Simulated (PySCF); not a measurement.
Working with the constants of PbF⁻

UHF-CCSD(T) constants of PbF⁻, ³Σ⁻ (triplet), unpaired electrons π ↑↑ (basis Pb def2-SVPD with ECP60, F def2-SVPD; scalar-relativistic core potentials; PySCF 2.14; masses 207.9766 and 18.9984 u):

```
ωe            : 380.6 cm⁻¹
ωexe          : 2.54 cm⁻¹
Be            : 0.19672 cm⁻¹
αe            : 0.00165 cm⁻¹
De to Pb + F⁻ : 2.24 eV
```

(1) What force constant and bond length do these constants imply?

(2) Estimate the centrifugal constant D from the Kratzer relation and find the Dunham coefficient a1.

Correlated steps freeze 5 core orbitals. Correlated levels converge slowly with the basis: in double zeta they bind strong bonds too weakly, by up to about 1 eV, and carry superposition errors of some tenths. These are scalar-relativistic numbers at best; spin–orbit coupling would shift them, the dissociation energy most. For an ion De counts to the pair picked by the measured ionisation energies or electron affinities, which need not be the lowest pair at this level. The state is the lowest determinant that a PBE0 search found; another state may lie lower at other levels.

## Answers

(1) Reduced mass μred = 17.408 u; k = 5.8918×10⁻⁷·μred·ωe² (u, cm⁻¹, mdyn/Å) = 1.49 mdyn/Å; Re = √(16.8576/(μred·Be)) (u, cm⁻¹, Å) = 2.219 Å.

(2) D = 4Be³/ωe² = 2.1e-07 cm⁻¹; a1 = −1 − αeωe/(6Be²) = -3.70.
